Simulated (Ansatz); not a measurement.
**Match the barriers**

Saddle point of GaSiH7O, closed shell (GaSiH₅ ([SiH3][GaH2]) + H₂O → GaH₃O ([OH][GaH2]) + SiH₄; bonds formed: Si2–H5; dative contacts that become bonds: Ga1–O6; bonds broken: Ga1–Si2, H5–O6), PBE0-D4/def2-TZVP structure:

```
10
angstrom
Ga -0.4442 -1.2832 0.0992
Si 1.0534 0.9168 -0.3474
H -1.0515 -1.6354 -1.2942
H 0.4202 -2.1280 1.0763
H -0.5239 0.5451 0.5008
O -1.5695 -0.0189 1.0795
H 0.6836 1.9618 -1.3407
H 1.9280 1.5083 0.6994
H 1.8750 -0.0988 -1.0818
H -2.3713 0.2323 0.6089
```

Ansatz 0.2.0; basis: def2-TZVPP, with def2-QZVPP for the basis limit; cores frozen in the correlated methods. Filled d shells of the heavier atoms are correlated. The def2 sets are not built for correlating such inner shells, so the correlated values are less sure here. Extrapolation: Hartree–Fock as exp(−7.88 √X), correlation as X^−2.97. Four methods, as single points on the PBE0-D4 structures, gave these electronic barriers from the start structure: 0.931, 1.260, 1.379, 1.871 eV.

(1) The methods were, in alphabetical order, CCSD(T), HF, PBE0-D4, SPW92. Which gave which? (Judge from chemistry; the calculation decides.)

T1 diagnostic: at most 0.015. The end structure is not quite a true minimum (one mode of 56i cm⁻¹).

Answers

(1) By the calculation: SPW92 0.931; PBE0-D4 1.260; CCSD(T) 1.379; HF 1.871 eV. For comparison, CCSD(T) at an estimated basis limit (MP2 extrapolated from triple and quadruple zeta, plus CCSD(T) − MP2 in triple zeta) gives 1.354 eV.

Labels in which every atom is bracketed show which atoms are joined, not bond orders.

For scale, one of the runs: CCSD(T)/def2-TZVPP, 219 basis functions, launched by `ansatz run in.yaml --threads 4 --pin off --events-out ev --progress --plain --max-ram 9574MiB`. Time: 89 s of wall clock on 4 CPU threads of an Intel Xeon; the host was shared. Peak host memory: 3.2 GiB.
